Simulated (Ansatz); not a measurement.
Ansatz (a first-principles code) input (CCSD(T)/aug-cc-pVDZ):

Ansatz 0.2 input:
```yaml
crystal:
  periodic: [false, false, false]
  atoms:
    - {symbol: Br, position_ang: [-0.00000000, -0.00000000, -1.11103876]}
    - {symbol: Br, position_ang: [0.00000000, 0.00000000, 1.11103876]}
basis:
  gaussian:
    orbitals: aug-cc-pVDZ
total_charge: 1
magnetization: {spin_polarized: true, initial_magnetization: 1}
correlation: {method: ccsd_t, electrons: outside_noble_gas}
output: {forces: true}
```

End of the output:

```
determinant -139985.78847144 eV, -5144.3828405500 hartree, with singles and doubles -139992.77992782 eV, -5144.6397718331 hartree
determinant -139985.78688959 eV, -5144.3827824182 hartree, with singles and doubles -139992.78145126 eV, -5144.6398278185 hartree
28 core orbitals not correlated
reference -139985.78688959 eV, -5144.3827824182 hartree; 7, 6 occupied and 37, 38 virtual orbitals, 786 factors
densities: 0.25 GiB planned
second order -6.40129358 eV of doubles, -0.00000000 eV of singles
coupled cluster: 0.17 GiB planned
cycle   1  -6.99456156 eV  change    1.1e-7 eV  update   2.3e-6
cycle   2  -6.99456116 eV  change    4.0e-7 eV  update   1.0e-6
perturbative correction -0.25547820 eV, -0.0093886507 hartree
the calculation of the forces begins
Total energy: -139993.03692896 eV, -5144.6492164505 hartree
Atom 0 at    -0.000000    -0.000000    -1.111039 Å, force    -0.000000     0.000000    -0.666209 eV/Å
Atom 1 at     0.000000     0.000000     1.111039 Å, force     0.000000    -0.000000     0.666209 eV/Å
Dipole moment:    -0.000000     0.000000    -0.000000 e Å
```
